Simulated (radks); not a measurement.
Task: Pt52+, configuration [Ar] 3d8. Calculated with a radial shooting solver on a logarithmic mesh with Libxc functionals: scalar-relativistic Kohn-Sham, exchange-only LDA, spin-polarised, spherical densities, point nucleus; open shells are filled with parallel spins first (spin-orbit coupling, left out, can overturn this in heavy ions). Some entries of the table are withheld. Estimate them.

orbital  occ.  eigenvalue (hartree)  <1/r> (bohr^-1)
1s up       1             -2993.564            93.96
1s down     1             -2993.552            93.96
2s up       1             -617.0348            22.08
2s down     1             -616.6833            22.09
2p up       3             -550.0188            19.72
2p down     3             -549.7275            19.73
3s up       1             -221.7001            8.451
3s down     1             -221.3085            8.442
3p up       3             -202.0318            7.763
3p down     3             -201.6419            7.755
3d up       5                   (1)              (2)
3d down     3                   (3)              (4)

Result: 
(1) 3d up eigenvalue (hartree): -182.2873
(2) 3d up <1/r> (bohr^-1): 7.318
(3) 3d down eigenvalue (hartree): -181.8130
(4) 3d down <1/r> (bohr^-1): 7.312
